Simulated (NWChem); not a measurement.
Molecule: Si$_{2}$H$_{3}$O$_{2}$F; SMILES F[SiH]1O[SiH2]O1

```xyz
8

F     -0.5963    -2.0275     0.0000
Si     0.4432    -0.8022     0.0000
O      0.1092     0.3331    -1.1928
Si    -0.2445     1.4958     0.0000
O      0.1092     0.3331     1.1928
H      1.7966    -1.3796     0.0000
H      0.6990     2.6414     0.0000
H     -1.6589     1.9446     0.0000
```
Atoms are numbered in this order, from 1.

All runs: NWChem. Pople sets run with spherical d functions. The geometry was optimised at PBE0/def2-SVP. Level B3LYP/6-31G*: energy and gradient on several grids; changes count from the extra-fine grid, which is no exact limit either.

### Question
Which is the coarsest grid (fine; xfine; xcoarse; medium; coarse) from which on the energy stays within 500 μHa and each gradient component within 500 μHa/bohr of xfine?

### Answer
coarse.
```
grid     size of the energy change (μHa)  largest change of a gradient component (μHa/bohr)
-------  -------------------------------  -------------------------------------------------
xcoarse                             6000                                               2000
coarse                                60                                                 90
medium                              < 10                                                 60
fine                                < 10                                               < 30
xfine                               < 10                                               < 30
```
